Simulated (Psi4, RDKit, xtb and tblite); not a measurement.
Two geometries of SMILES O=CCC(C)C, singlet, relaxed at GFN2-xTB with one dihedral held; other torsions can differ between them too.

Structure A

```
16

C      1.7227    -1.1971    -1.0004
C      1.8797    -0.6998     0.4345
C      1.5672    -1.8241     1.4194
C      0.9743     0.5149     0.6831
C      1.6951     1.8285     0.6108
O      2.8729     1.9840     0.4573
H      1.9441    -0.3995    -1.7062
H      0.7064    -1.5461    -1.1750
H      2.4049    -2.0213    -1.1940
H      2.9159    -0.3795     0.5826
H      1.7220    -1.4957     2.4449
H      2.2148    -2.6780     1.2355
H      0.5342    -2.1502     1.3111
H      0.5317     0.4701     1.6835
H      0.1403     0.5431    -0.0221
H      1.0178     2.7001     0.7290
```

Structure B

```
16

C     -1.5219     0.9486     0.7863
C     -0.3694     0.1717     0.1542
C     -0.6110    -1.3316     0.2522
C      0.9961     0.5192     0.7869
C      1.1435     1.9825     1.0834
O      1.8068     2.7536     0.4483
H     -1.4206     2.0151     0.6022
H     -1.5606     0.7790     1.8607
H     -2.4658     0.6187     0.3575
H     -0.3214     0.4487    -0.9047
H      0.2162    -1.8841    -0.1872
H     -1.5225    -1.6031    -0.2751
H     -0.7143    -1.6340     1.2924
H      1.7934     0.2051     0.1122
H      1.0893    -0.0220     1.7322
H      0.5803     2.3226     1.9740
```

Question: Which is lower in energy at the level Psi4 with PBE0-D3(BJ)/def2-TZVP // GFN2-xTB, and by how much?

Answer: A is lower, by 3.20 kJ/mol (dihedral C1–C2–C4–C5: -100° in A, -40° in B).

E(B) − E(A) in kJ/mol at the other levels, on the same two geometries: GFN2-xTB (xtb and tblite) 3.13; MMFF94 // GFN2-xTB (RDKit) 4.36; PBE0/def2-TZVP // GFN2-xTB (Psi4) 3.64.
